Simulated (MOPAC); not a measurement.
MOPAC input (PM6):

```
PM6 FORCE THERMO(298,298) PRECISE LET UHF MS=0.5 GEO-OK AUX(PRECISION=9) THREADS=1
BrGe

Ge    0.00000000 1    0.00000000 1   -1.18995408 1
Br    0.00000000 1    0.00000000 1    1.08460684 1
```

From the last part of the output:

```
    Br    2   1.287755   1.287751

          HEAT OF FORMATION =      42.036838 KCALS/MOLE

          ZERO POINT ENERGY       0.343 KCAL/MOL

           NORMAL COORDINATE ANALYSIS (Total motion = 1 Angstrom)

   Root No.       1

                 1 Sig

                 239.7

           1    0.5240
           2    0.0000
           3   -0.0000
           4   -0.4760
           5   -0.0000
           6    0.0000

           MASS-WEIGHTED COORDINATE ANALYSIS (NORMAL COORDINATES)

   Root No.       1

                 1 Sig

                 239.7

           1    0.7239
           2    0.0000
           3   -0.0000
           4   -0.6899
           5   -0.0000
           6    0.0000

          DESCRIPTION OF VIBRATIONS

 VIBRATION          1    1Sig        ATOM PAIR     ENERGY CONTRIBUTION    RADIAL
 FREQUENCY           239.72         Ge1 -- Br2        +100.0% (100.0%)    100.0%
 TRANSITION DIPOLE   6.9403
 TRAVEL (Ang.)       0.0860
 REDUCED MASS       38.0358
 EFFECTIVE MASS     76.0278
 FORCE CONSTANT      1.2878

      SYMMETRY NUMBER FOR POINT-GROUP C*v =  1

          SYSTEM IS A GROUND STATE

 BrGe

          MOLECULE IS LINEAR

          THERE ARE  1 GENUINE VIBRATIONS IN THIS SYSTEM
          THIS THERMODYNAMICS CALCULATION IS LIMITED TO
          MOLECULES WHICH HAVE NO INTERNAL ROTATIONS

                    CALCULATED THERMODYNAMIC PROPERTIES
                                          *
   TEMP. (K)   PARTITION FUNCTION   H.O.F.    ENTHALPY  HEAT CAPACITY ENTROPY
                                   KCAL/MOL   CAL/MOLE    CAL/K/MOL  CAL/K/MOL

 298.00  VIB.     0.1458D+01                   314.1700     1.7795     1.8041
         ROT.     0.2418D+04                   592.1869     1.9872    17.4687
         INT.     0.3526D+04                   906.3569     3.7667    19.2728
         TRA.     0.1821D+28                  1480.4672     4.9680    40.9735
         TOT.                       42.037    2386.8240     8.7347    60.2464

   *: NOTE: HEATS OF FORMATION ARE RELATIVE TO THE
            ELEMENTS IN THEIR STANDARD STATE AT 298K
              (=  Standard Enthalpy of Formation).

            Hvib:  Zero-point energy is not included.
                   frequencies of less than zero cm-1 are not included.
            Hrot = (3/2)RT
            Htra = (3/2)RT + pV = (5/2)RT

            Heat capacity is Cp, not Cv

          For more information, see: HTTP://OpenMOPAC.net/Manual/thermochemistry.html

           FORCE CONSTANT IN CARTESIAN COORDINATES (Millidynes/A)

    ATOM   CHEMICAL       X               Y               Z
   NUMBER   SYMBOL  FORCE CONSTANT  FORCE CONSTANT  FORCE CONSTANT

      1      Ge        1.287755        0.000336        0.000336
      2      Br        1.287755        0.000336        0.000336

 **********************
 *                    *
 * JOB ENDED NORMALLY *
 *                    *
 **********************

 == MOPAC DONE ==
```
